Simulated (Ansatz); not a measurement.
C$_{5}$H$_{13}$N$_{3}$SiTi (`[NH2][Ti]1234([NH2])([NH2])[C@@H]5[C@H]1[C@H]2[C@]3([SiH3])[C@@H]54`), 23 atoms. Charge 0, multiplicity 1. Correlated methods include outer-core shells of Ti, which these sets cover unevenly. Scalar relativity is left out up to krypton. Hardware: A = 4 threads of an AMD EPYC 7R13 on a shared host and a share of an NVIDIA H100 80 GB; B = 4 threads of a server CPU on a shared host. Correlated methods freeze the cores.

(1) Give the basis size and wall time and peak host memory of each of these runs in Ansatz. RKS ωB97M-V/def2-SVP energy [B]; RKS LC-ωPBE/def2-TZVPP energy [A]; RKS PBE0-D4/def2-QZVPP energy [A]; direct RPA on PBE orbitals/def2-TZVPP energy [A]; RHF-MP2/def2-QZVPP energy [A]; RKS PBE0-D4/def2-TZVP relaxation (19 steps) [A]; RKS ωB97M-V/def2-QZVPP energy [A]; RKS r2SCANh-D4/def2-TZVPP energy [A]; RHF-CCSD(T)/def2-TZVPP energy [A]; RKS PBE0-D4/def2-SVP energy [B]; RKS r2SCAN-D4/def2-TZVPP energy and forces [A]; RHF-CCSD(T)/def2-SVP energy [A]. (Best estimate.)

Results:

(1) Ansatz gave: Other jobs shared the machine, so times are rough.

| level | job | functions | wall time | peak host memory (GiB) |
| --- | --- | --- | --- | --- |
| RHF-CCSD(T)/def2-SVP | energy [A] | 226 | 8 s | 1 |
| RKS r2SCAN-D4/def2-TZVPP | energy and forces [A] | 536 | 8.5 s | 1.1 |
| RKS LC-ωPBE/def2-TZVPP | energy [A] | 536 | 8.5 s | 1.2 |
| RKS r2SCANh-D4/def2-TZVPP | energy [A] | 536 | 9.6 s | 1.1 |
| RHF-MP2/def2-QZVPP | energy [A] | 1009 | 14 s | 1.8 |
| RKS PBE0-D4/def2-SVP | energy [B] | 226 | 18 s | 1.3 |
| direct RPA on PBE orbitals/def2-TZVPP | energy [A] | 536 | 25 s | 3.4 |
| RKS ωB97M-V/def2-QZVPP | energy [A] | 1009 | 43 s | 4.2 |
| RKS PBE0-D4/def2-QZVPP | energy [A] | 1009 | 43 s | 1.6 |
| RKS ωB97M-V/def2-SVP | energy [B] | 226 | 49 s | 1.6 |
| RHF-CCSD(T)/def2-TZVPP | energy [A] | 536 | 66 s | 3.2 |
| RKS PBE0-D4/def2-TZVP | relaxation (19 steps) [A] | 408 | 88 s | 1.2 |

LC-ωPBE has ω = 0.4 bohr⁻¹.
